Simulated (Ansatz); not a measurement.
Species: GeCl₂, charge 0, multiplicity 1. 
Geometry from a B3LYP-D3(BJ)/def2-TZVP (Ansatz, an electronic-structure program) optimisation:
```xyz
3

Ge    -0.0079     0.0041     0.7266
Cl     1.0991     1.2918    -0.6793
Cl    -1.0842    -1.2996    -0.6884
```

Computed values are from Ansatz. Cores are frozen in the correlated levels unless marked. UHF or UKS for open shells. No spin-orbit coupling. Frozen are the shells of the preceding noble gas and the d and f shells that filled before the atom's block. No relativistic terms. Basis-set limits of correlation are two-point, X^-3; Hartree-Fock from the larger set. The bracket is a focal-point correction in the basis named.

**Question.** What is the vertical triplet-singlet gap at RI-MP2/CBS(def2-TZVPPD,def2-QZVPPD)+[CCSD(T)-MP2]/def2-TZVPPD?

**Answer.** 2.80 eV.

**Question.** What is the vertical electron affinity (to the doublet; negative means unbound) at RI-MP2/CBS(def2-TZVPPD,def2-QZVPPD)+[CCSD(T)-MP2]/def2-TZVPPD?

**Answer.** 1.27 eV.

**Question.** What is the atomisation energy De at CCSD(T)/CBS(def2-TZVPP,def2-QZVPP)?

**Answer.** 192.4 kcal/mol.

**Question.** What is the total energy at CCSD(T)/CBS(def2-TZVPP,def2-QZVPP)?

**Answer.** -2995.1576 Eh.

**Question.** What is the vertical ionisation energy (to the doublet) at RI-MP2/CBS(def2-TZVPPD,def2-QZVPPD)+[CCSD(T)-MP2]/def2-TZVPPD?

**Answer.** 10.45 eV.
